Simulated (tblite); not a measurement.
Isomers of C5H12NOP. Method: GFN2-xTB as coded in tblite; computed harmonic values from a numerical Hessian at the method's own geometry, unscaled. Against measured fundamentals such values can be off by several per cent, at times by over 20. One conformer each.

Electronic energies: GFN2-xTB at the same geometries; isomer energies are rough at this level and their order can be wrong.

| SMILES | electronic energy, lowest = 0 (kcal/mol) |
| --- | --- |
| CP1(=N)CCOCC1 | 5.7 |
| CO/C=P\CN(C)C | 35.3 |
| CNP1CCOCC1 | 0.0 |

How do GFN2-xTB zero-point energies change the relative energies?

```csv
SMILES,ZPE (kcal/mol),of it from modes above 1550 cm⁻¹,electronic (kcal/mol),"with ZPE, lowest = 0 (kcal/mol)",lowest mode (cm⁻¹),rings
CNP1CCOCC1,105.6,51.0,0.0,0.0,76,1
CP1(=N)CCOCC1,103.6,51.3,5.7,3.7,108,1
CO/C=P\CN(C)C,103.6,50.5,35.3,33.3,25,0
```

The zero-point energies span 2.0 kcal/mol, from `CP1(=N)CCOCC1` to `CNP1CCOCC1`. The order is unchanged.
